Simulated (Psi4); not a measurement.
CHO (SMILES [CH]=O), doublet, geometry from GFN2-xTB, with bond 2-1 at 1.3 times its length; CAM-B3LYP/6-31G** (Psi4).

Here is a job for Psi4.
```
memory 2 GB

molecule {
0 2
C     0.05077793    0.58558918    0.01134278
O     0.07033488   -0.94802312   -0.02083489
H    -0.83124157    1.23936563    0.03921745
}

set {
  basis 6-31g**
  reference uks
  dft_nuclear_scheme becke
}

energy('cam-b3lyp')
print_variables()
```

Question: Write the output that Psi4 gives for this input, abridged.

Answer: 
```
   => Loading Basis Set <=

    Name: 6-31G**
    Role: ORBITAL
    Keyword: BASIS

         ---------------------------------------------------------
                                   SCF
               by Justin Turney, Rob Parrish, Andy Simmonett
                          and Daniel G. A. Smith
                              UKS Reference
         ---------------------------------------------------------

  ==> Geometry <==

    Molecular point group: cs
    Full point group: Cs

    Geometry (in Angstrom), charge = 0, multiplicity = 2:

       Center              X                  Y                   Z               Mass
    ------------   -----------------  -----------------  -----------------  -----------------
         C            0.823234726699    -0.019866577840     0.000000000000    12.000000000000
         O           -0.710715073253    -0.039426094178     0.000000000000    15.994914619570
         H            1.477449108237     0.862268664156     0.000000000000     1.007825032230

  Running in cs symmetry.

  Rotational constants: A =     26.08943  B =      0.90903  C =      0.87843 [cm^-1]
  Rotational constants: A = 782141.42536  B =  27252.10815  C =  26334.53547 [MHz]
  Nuclear repulsion =   21.237324681482633

  Charge       = 0
  Multiplicity = 2
  Electrons    = 15
  Nalpha       = 8
  Nbeta        = 7

  ==> Algorithm <==

  SCF Algorithm Type is DF.
  DIIS enabled.
  MOM disabled.
  Fractional occupation disabled.
  Guess Type is SAD.
  Energy threshold   = 1.00e-06
  Density threshold  = 1.00e-06
  Integral threshold = 1.00e-12

  ==> Primary Basis <==

  Basis Set: 6-31G**
    Blend: 6-31G**
    Number of shells: 15
    Number of basis functions: 35
    Number of Cartesian functions: 35
    Spherical Harmonics?: false
    Max angular momentum: 2

  ==> DFT Potential <==

   => LibXC <=

    Version 7.1.2
    S. Lehtola, C. Steigemann, M. J. T. Oliveira, and M. A. L. Marques,  SoftwareX 7, 1–5 (2018) (10.1016/j.softx.2017.11.002)

   => Composite Functional: CAM-B3LYP <=

    CAM-B3LYP Hyb-GGA Exchange-Correlation Functional

    T. Yanai, D. P. Tew, and N. C. Handy,  Chem. Phys. Lett. 393, 51 (2004) (10.1016/j.cplett.2004.06.011)

    Deriv               =              1
    GGA                 =           TRUE
    Meta                =          FALSE

    Exchange Hybrid     =           TRUE
    MP2 Hybrid          =          FALSE

   => Exchange Functionals <=

    0.3500         Becke 88 [omega = 0.3300]
    0.4600   Short-range recipe for B88 functional - erf [omega = 0.3300]

   => Exact (HF) Exchange <=

    0.4600            HF,LR [omega = 0.3300]
    0.1900               HF

   => Correlation Functionals <=

    0.1900   Vosko, Wilk & Nusair (VWN5)
    0.8100   Lee, Yang & Parr

   => LibXC Density Thresholds  <==

    XC_HYB_GGA_XC_CAM_B3LYP:  1.00E-14

   => Molecular Quadrature <=

    Radial Scheme          =       TREUTLER
    Pruning Scheme         =           NONE
    Nuclear Scheme         =          BECKE

    Blocking Scheme        =         OCTREE
    BS radius alpha        =              1
    Pruning alpha          =              1
    Radial Points          =             75
    Spherical Points       =            302
    Total Points           =          64756
    Total Blocks           =            551
    Max Points             =            256
    Max Functions          =             35
    Weights Tolerance      =       1.00E-15

   => Loading Basis Set <=

    Name: (6-31G** AUX)
    Role: JKFIT
    Keyword: DF_BASIS_SCF

  ==> Integral Setup <==

  SCF_SUBTYPE=INCORE selected. In-core MEM_DF algorithm will be used.
  Using in-core AOs.

  ==> MemDFJK: Density-Fitted J/K Matrices <==

    J tasked:                   Yes
    K tasked:                   Yes
    wK tasked:                  Yes
    Omega:                3.300E-01
    Algorithm:                 Core
    Schwarz Cutoff:           1E-12
    Mask sparsity (%):       0.0000
    Fitting Condition:        1E-10

[...]

   @DF-UKS iter SAD:  -112.75964913051247   -1.12760e+02   0.00000e+00
   @DF-UKS iter   1:  -113.55158451081206   -7.91935e-01   2.00061e-02 ADIIS/DIIS
   @DF-UKS iter   2:  -112.37126320578980    1.18032e+00   6.11557e-02 ADIIS/DIIS
   @DF-UKS iter   3:  -113.64102364947213   -1.26976e+00   1.24183e-02 ADIIS/DIIS
   @DF-UKS iter   4:  -113.68485448325619   -4.38308e-02   1.59888e-03 ADIIS/DIIS
   @DF-UKS iter   5:  -113.68576643498244   -9.11952e-04   4.48064e-04 ADIIS/DIIS
   @DF-UKS iter   6:  -113.68588688985112   -1.20455e-04   1.30563e-04 ADIIS/DIIS
   @DF-UKS iter   7:  -113.68592362195534   -3.67321e-05   5.16772e-05 DIIS
   @DF-UKS iter   8:  -113.68593441502567   -1.07931e-05   5.29157e-05 DIIS
   @DF-UKS iter   9:  -113.68593870501607   -4.28999e-06   1.50438e-05 DIIS
   @DF-UKS iter  10:  -113.68594013533425   -1.43032e-06   8.17542e-06 DIIS
   @DF-UKS iter  11:  -113.68594057467439   -4.39340e-07   6.34306e-06 DIIS
   @DF-UKS iter  12:  -113.68594085871864   -2.84044e-07   6.26157e-06 DIIS
   @DF-UKS iter  13:  -113.68594143156506   -5.72846e-07   4.36813e-06 DIIS
   @DF-UKS iter  14:  -113.68594207965553   -6.48090e-07   1.29741e-06 DIIS
   @DF-UKS iter  15:  -113.68594211459295   -3.49374e-08   2.46007e-07 DIIS
  Energy and wave function converged.

  ==> Post-Iterations <==

   Electrons on quadrature grid:
      Nalpha   =    8.0000007408 ; deviation = 7.408e-07
      Nbeta    =    7.0000005460 ; deviation = 5.460e-07
      Ntotal   =   15.0000012868 ; deviation = 1.287e-06

   @Spin Contamination Metric:   1.015793909E-02
   @S^2 Expected:                7.500000000E-01
   @S^2 Observed:                7.601579391E-01
   @S   Expected:                5.000000000E-01
   @S   Observed:                5.000000000E-01

    Orbital Energies [Eh]
    ---------------------

    Alpha Occupied:

[...]
    Alpha Virtual:

[...]
    Beta Occupied:

[...]
       6Ap    -0.373527

    Beta Virtual:

[...]
      26Ap     4.170051

    Final Occupation by Irrep:
             Ap   App
    DOCC [     6,    1 ]
    SOCC [     1,    0 ]
    NA   [     7,    1 ]
    NB   [     6,    1 ]

  @DF-UKS Final Energy:  -113.68594211459295

   => Energetics <=

    Nuclear Repulsion Energy =             21.2373246814826331
    One-Electron Energy =                -196.8853770258150746
    Two-Electron Energy =                  72.2462587007585597
    DFT Exchange-Correlation Energy =     -10.2841484710190816
    Empirical Dispersion Energy =           0.0000000000000000
    VV10 Nonlocal Energy =                  0.0000000000000000
    Total Energy =                       -113.6859421145929474

  UHF NO Occupations:
  HONO-2 :    1App 1.9978189
  HONO-1 :    6 Ap 1.9973527
  HONO-0 :    7 Ap 1.0000000
  LUNO+0 :    8 Ap 0.0026473
  LUNO+1 :    2App 0.0021811
  LUNO+2 :    9 Ap 0.0001381
  LUNO+3 :   10 Ap 0.0000787

Computation Completed

Properties will be evaluated at   0.000000,   0.000000,   0.000000 [a0]

Properties computed using the SCF density matrix

 Multipole Moments:

 ------------------------------------------------------------------------------------
     Multipole            Electronic (a.u.)      Nuclear  (a.u.)        Total (a.u.)
 ------------------------------------------------------------------------------------

 L = 1.  Multiply by 2.5417464519 to convert [e a0] to [Debye]
 Dipole X            :         -0.4353230            1.3816485            0.9463255
 Dipole Y            :         -0.3268439            0.8081611            0.4813172
 Dipole Z            :          0.0000000            0.0000000            0.0000000
 Magnitude           :                                                    1.0616959

 ------------------------------------------------------------------------------------

  Variable Map:
  ----------------------------------------------------------------------------
[...]
  Array Variable Map:
  ----------------------------------------------------------------------------
[...]
[...]
```
